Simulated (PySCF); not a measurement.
C6H6N (doublet state).
Structure used (GFN2-xTB), in Å, numbered top down from 1:
```
atom  x, y, z in Å
N1     2.6461    0.3405    1.6978
C2     2.3164   -0.0990    0.6905
C3     1.8597   -0.6210   -0.5443
C4     0.6796   -0.3189   -1.0275
C5    -0.5457    0.3403   -0.7659
C6    -1.6776   -0.4164   -0.1052
C7    -1.0023    0.6666    0.6603
H8     2.5627   -1.2616   -1.0646
H9    -0.8316    1.0538   -1.5320
H10   -1.4850   -1.4377    0.1877
H11   -2.6754   -0.2474   -0.4808
H12   -0.3378    0.3948    1.4654
H13   -1.5134    1.6064    0.8009
```

The hyperfine couplings belong to this conformer and change with its torsions.

Identity: `C1C(C1)/[C]=C\C#N` [radical].

Method used: PySCF 2.14.0, UKS B3LYP, pcH-1 on C H N, non-relativistic, mean-field spin-orbit, GIAO. Geometry: GFN2-xTB, one conformer, isolated molecule. Couplings are sensitive to structure, and on GFN2-xTB geometries they can be far from those on DFT ones. The SCF solution wasn't tested for stability.

(1) What is the g tensor, term by term?

(2) What are the electron Larmor frequencies g μB B/h along the three axes at 330 mT?

(3) What effective moment and Curie constant follow for a powder?

(4) In a frozen sample, at which fields do the three g values resonate at 9.5, 34, 94 and 263 GHz (hyperfine left aside), and which band first spreads them over more than twice a line width of 0.3 mT?

Results:

(1) 
```tsv
Δg (ppm)	1	2	3
relativistic mass correction	-164	-164	-164
gauge correction	32	21	-8
orbital Zeeman/spin–orbit	-591	12	801
total	-722	-131	629
```

So g = 2.00160, 2.00219, 2.00295 and g_iso = 2.00224; the tensor is rhombic: the two nearest values differ by 44 % of g3 − g1. Axes: g1 points within 4° of the C4–C5 bond and g2 points within 3° of the C2–C3 bond.

(2) 9.2449, 9.2476, 9.2511 GHz for g1, g2 and g3, a range of 6.2 MHz.

(3) With the mean of g² = 4.0090 and S(S+1) = 0.75: μ_eff = √(⟨g²⟩S(S+1)) = 1.734 μB and χT = 0.12505·⟨g²⟩·S(S+1) = 0.376 cm³ K/mol (cgs; spin-Hamiltonian part alone).

(4) 
```
band    GHz  B(g3) mT  B(g2) mT  B(g1) mT  spread mT
   X    9.5    338.88    339.01    339.11       0.23
   Q   34.0   1212.82   1213.28   1213.64       0.82
   W   94.0   3353.10   3354.37   3355.36       2.26
   J  263.0   9381.55   9385.11   9387.88       6.33
```

The spread grows in proportion to the frequency. Q band is the first where it exceeds 0.6 mT.

Largest spin populations (Mulliken): C4 (+0.96), C3 (-0.13), C7 (+0.13) and C2 (+0.06). No atom but C4 exceeds +0.15. The positive populations add up to 1.22 and the negative ones to -0.22, together 2S = 1.

The HOMO–LUMO gaps are 4.96 eV among the α and 4.90 eV among the β orbitals.
